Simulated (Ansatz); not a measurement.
AlBrH$_{2}$SSi (`[Br][Al]1[SiH2][S]1`), charge 0, multiplicity 1.

(1) Give a relaxed structure at PBE0-D4/def2-TZVP (Ansatz). (Best estimate.)

## Answers

(1) Computed: 
```xyz
6

Br    1.031   -3.312   -0.441
Al    0.266   -1.233   -0.180
Si    0.077    1.036    0.194
S    -1.657   -0.253   -0.279
H     0.309    2.089   -0.827
H    -0.025    1.672    1.533
```
Point group Cs.
